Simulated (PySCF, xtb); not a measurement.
Cd(Cl)2 anion (CdCl2), SMILES [Cl][Cd][Cl] (connectivity only; charge and spin as stated), charge -1, multiplicity 2.

Harmonic wavenumbers (cm⁻¹) from xtb with GFN2-xTB at its own minimum, in rising order: 61, 169, 190.

Question: What does PBE-D3(BJ)/def2-SVPD in PySCF give at its own minimum? (Estimate from the structure and the level; the computed values follow.)

Answer: 57, 212, 228. Paired by order, the mean absolute difference is 28 cm⁻¹ and the zero-point energies are 0.6 and 0.7 kcal/mol.
